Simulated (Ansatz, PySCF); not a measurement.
This PySCF input computes a BLYP/def2-TZVPD energy:

```python
from pyscf import gto, scf, dft

mol = gto.M(
    atom='''
    C    -0.18626734   -1.01819829    0.69076495
    C     0.37705736    0.03734785    0.14778293
    O    -0.06247492    0.87755403   -0.78775978
    H    -1.23594206   -1.24403079    0.51478391
    H     0.37796789   -1.67190592    1.33931723
    H     0.21303349    1.78060702   -0.58331023
    ''',
    basis='def2-tzvpd',
    charge=0,
    spin=1,
    verbose=4,
)

mf = dft.UKS(mol, xc='blyp').density_fit(auxbasis='def2-universal-jkfit')
mf.grids.level = 3
mf.conv_tol = 1e-9
mf.max_cycle = 100
mf.max_memory = 1500
mf.kernel()
if not mf.converged:
    mf = mf.newton()
    mf.kernel(mf.make_rdm1())
for _ in range(2):
    mo, _, stable, _ = mf.stability(return_status=True)
    if stable:
        break
    mf.kernel(mf.make_rdm1(mo, mf.mo_occ))
mf.analyze()
```

Write an input for the same energy in Ansatz (a program for electronic structure) and say what it gives.


Ansatz 0.2 input:
```yaml
crystal:
  periodic: [false, false, false]
  atoms:
    - {symbol: C, position_ang: [-0.18626734, -1.01819829, 0.69076495]}
    - {symbol: C, position_ang: [0.37705736, 0.03734785, 0.14778293]}
    - {symbol: O, position_ang: [-0.06247492, 0.87755403, -0.78775978]}
    - {symbol: H, position_ang: [-1.23594206, -1.24403079, 0.51478391]}
    - {symbol: H, position_ang: [0.37796789, -1.67190592, 1.33931723]}
    - {symbol: H, position_ang: [0.21303349, 1.78060702, -0.58331023]}
basis:
  gaussian:
    orbitals: def2-TZVPD
hamiltonian:
  xc: {name: BLYP}
magnetization: {spin_polarized: true, initial_magnetization: 1}
output: {forces: true}
```
It gives -153.15634 Eh, and PySCF -153.15642 Eh, a difference of 0.08 mEh, from the treatment of integrals and grids.

It need not be the lowest isomer of its formula.
